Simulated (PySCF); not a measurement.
Ti(F)4, SMILES [F][Ti]([F])([F])[F], B3LYP/def2-SVP optimised geometry.

```
5

Ti    -0.58    -0.82     0.00
F     -1.17    -1.64     1.41
F      1.16    -0.82     0.00
F     -1.16     0.82     0.00
F     -1.16    -1.63    -1.42
```

Density from PySCF with B3LYP/def2-TZVP at that geometry.

Minimum of the electron density along straight lines between bonded atoms, close to the bond critical point (lines longer than 1.1 times the sum of covalent radii, or with two minima, are not listed):

```json
[
 {"bond": "Ti1–F2", "length / Å": "1.735", "ρ at the minimum / e bohr⁻³": "0.170", "∇²ρ there / e bohr⁻⁵": "0.88", "position (fraction from the first atom)": "0.51"},
 {"bond": "Ti1–F3", "length / Å": "1.735", "ρ at the minimum / e bohr⁻³": "0.170", "∇²ρ there / e bohr⁻⁵": "0.88", "position (fraction from the first atom)": "0.51"},
 {"bond": "Ti1–F4", "length / Å": "1.735", "ρ at the minimum / e bohr⁻³": "0.170", "∇²ρ there / e bohr⁻⁵": "0.88", "position (fraction from the first atom)": "0.51"},
 {"bond": "Ti1–F5", "length / Å": "1.734", "ρ at the minimum / e bohr⁻³": "0.170", "∇²ρ there / e bohr⁻⁵": "0.89", "position (fraction from the first atom)": "0.51"}
]
```
